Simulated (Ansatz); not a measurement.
BClGeH5N, relaxed with RKS PBE-D4/def2-SVP in Ansatz from a rough embedded geometry. The force threshold is 0.03 eV/Å; the program also tests the step.

The species carries charge 0 and has multiplicity 1. The bonds changed during the relaxation, so this is another structure than the one it started from.

Start:

```xyz
9

B    -1.117    1.073    0.542
Ge    0.410    0.222   -0.336
N     0.260   -1.616   -0.158
Cl    0.497    0.738   -2.391
H    -1.278    2.289    0.519
H    -2.009    0.445    1.086
H     1.737    0.724    0.356
H     1.173   -2.018   -0.536
H     0.326   -1.857    0.918
```

Task: By how much does the energy fall, and how many steps does the optimiser take? (Estimate.)

Result: Ansatz gave: 1.11 eV, in 20 steps, 2 of them rejected.

Task: Which bonds change most? (An estimate is asked.)

Result: The calculation gave: B1–Cl4 from 3.365 to 1.942 Å; Ge2–Cl4 from 2.121 to 2.641 Å; B1–Ge2 from 1.957 to 2.062 Å; N3–H9 from 1.105 to 1.022 Å.

Task: Give the relaxed structure. (An estimate is asked.)

Result: The calculation gave: 
```xyz
9

B    -1.124    1.218    0.114
Ge    0.644    0.169    0.284
N     0.740   -1.633    0.252
Cl   -0.668    1.182   -1.773
H    -1.072    2.340    0.577
H    -2.076    0.501    0.367
H     2.095    0.589   -0.109
H     1.546   -2.149   -0.105
H    -0.086   -2.217    0.393
```
